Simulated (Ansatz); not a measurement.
Molecule: CH4FSi (charge 0, doublet). It need not be the lowest isomer of its formula. 
Coordinates optimised at B3LYP-D3(BJ)/def2-TZVP (Ansatz, a program for electronic structure):
```xyz
7

C      1.5314     0.3493     0.1484
Si    -0.3005     0.3165     0.1960
F     -0.8377    -0.9993    -0.5586
H      2.1371    -0.5331     0.3238
H      2.0945     1.2586    -0.0293
H     -0.8135     0.2375     1.5832
H     -0.8599     1.5032    -0.4853
```
Charge 0, spin multiplicity 2.

Basis-set convergence of Hartree-Fock and CCSD correlation energies (hartree) with Ansatz. Correlated levels leave the core frozen unless marked. Open shells are spin-unrestricted. No spin-orbit coupling. No relativistic terms.

```csv
basis,functions,E(HF),"E(corr, CCSD)"
cc-pV(D+d)Z,71,-428.59817,-0.43774
cc-pV(T+d)Z,155,-428.66621,-0.55056
cc-pV(Q+d)Z,294,-428.68267,-0.58899
```

Extrapolating the two largest sets (X = 3 and 4) as X^-3: E(corr) = (64·(-0.58899) - 27·(-0.55056))/37 = -0.6170 Eh, an estimate of the basis-set limit. The largest set recovers 95.5 % of it, the smallest 70.9 %.
